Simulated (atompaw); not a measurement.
## What one change does to a pseudopotential (Ba, PAW (atompaw))

atompaw 4.2.0.5 input, output lines left out:

```
Ba 56
GGA-PBESOL loggrid 2001 logderivrange -4 5 226
6 6 5 0 0 0
6 1 0
5 2 0
0 0 0
c
c
c
c
v
v
c
c
c
v
v
c
c
v
2
3.00 2.80 2.45 1.75
n
n
y
2.15
n
modrrkj vanderbiltortho sinc
bessel
3.00
2.80
2.50
3.00
2.95
2.95
```

Change: wave 5s (bound): rc 3.00 bohr becomes 5s (bound): rc 1.88 bohr.

Cutoffs: the cutoffs (Ry, on a coarse ladder) from which the occupation-weighted sum of valence levels, in a spherical-Bessel basis at the reference potential, stays within 10 and 1 mRy of its value at 400 Ry; they do not see the model core or the augmentation charge, which bear on the density cutoff.

What does the change do?

The potential gets harder (10 Ry and 18 Ry → 12 Ry and 25 Ry); neither file shows a bound ghost.

| quantity | base | changed |
| --- | --- | --- |
| cutoff, loose | 10 Ry | 12 Ry |
| cutoff, tight | 18 Ry | 25 Ry |
| loose cutoff by channel (10 mRy a level) | s 6 Ry, p 8 Ry | s 10 Ry, p 8 Ry |
| bound ghosts | none | none |
| s: phases at 3.01 bohr within 0.05 rad from the reference energy up to (Ry; the scan ends near 5) | 3.9 | 4.0 |
| p: phases at 3.01 bohr within 0.05 rad from the reference energy up to (Ry; the scan ends near 5) | to the end of the scan | to the end of the scan |
| d: phases at 3.01 bohr within 0.05 rad from the reference energy up to (Ry; the scan ends near 5) | n/a | n/a |
| lowest overlap eigenvalue by channel | s 0.38, p 0.84, d 1.00 | s 0.26, p 0.84, d 1.00 |

 The cutoffs see the waves, projectors and local potential, not the compensation charge or the core.
